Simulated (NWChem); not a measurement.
# ammonium (NH4 cation); SMILES [NH4+]

Computed with NWChem. Pople sets run with spherical d functions. Geometry: optimised at PBE0-D3(BJ)/def2-TZVP. Total energies compare along this basis series because the functional is fixed.

| level | basis functions | energy (Ha) | highest occupied level (eV) | orbital gap (eV) |
|---|---|---|---|---|
| TPSS/STO-3G | 9 | -56.2114 | -21.60 | 20.80 |
| TPSS/3-21G | 17 | -56.6010 | -21.37 | 15.82 |
| TPSS/6-31G* | 22 | -56.8979 | -21.29 | 15.35 |
| TPSS/6-31+G* | 26 | -56.8987 | -21.29 | 14.81 |
| TPSS/6-311G** | 42 | -56.9243 | -21.21 | 14.80 |
| TPSS/6-311++G** | 50 | -56.9247 | -21.21 | 14.56 |
